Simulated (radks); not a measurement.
The numbers below are computed, except where a source is named.
Problem. Species: Mo2+. Configuration: [Kr] 4d4. Code: a radial shooting solver on a logarithmic mesh with Libxc functionals. Model: Dirac Kohn-Sham, PBEsol, spin-unpolarised, spherical densities, point nucleus; open shells fill j = l - 1/2 first. Some entries of the table are withheld. Estimate them.

orbital,occ.,eigenvalue (hartree),r(max) (bohr),<r^2> (bohr^2)
1s1/2,2,-728.3392,0.02288,0.001670
2s1/2,2,-103.4328,0.1298,(1)
2p1/2,2,(2),0.1010,(3)
2p3/2,4,(4),0.1048,(5)
3s1/2,2,(6),0.3840,0.2110
3p1/2,2,(7),0.3711,0.2091
3p3/2,4,(8),0.3805,0.2194
3d3/2,4,-8.86410,0.3208,0.2056
3d5/2,6,-8.74204,0.3235,0.2090
4s1/2,2,-3.03227,0.9881,1.382
4p1/2,2,-2.14196,1.053,1.671
4p3/2,4,-2.04911,1.078,1.755
4d3/2,4,-0.76712,1.343,3.517
4d5/2,0,-0.75791,1.355,3.581

Solution. 
(1) 2s1/2 <r^2> (bohr^2): 0.02782
(2) 2p1/2 eigenvalue (hartree): -95.22301
(3) 2p1/2 <r^2> (bohr^2): 0.02100
(4) 2p3/2 eigenvalue (hartree): -91.31079
(5) 2p3/2 <r^2> (bohr^2): 0.02237
(6) 3s1/2 eigenvalue (hartree): -18.15739
(7) 3p1/2 eigenvalue (hartree): -15.03420
(8) 3p3/2 eigenvalue (hartree): -14.38979
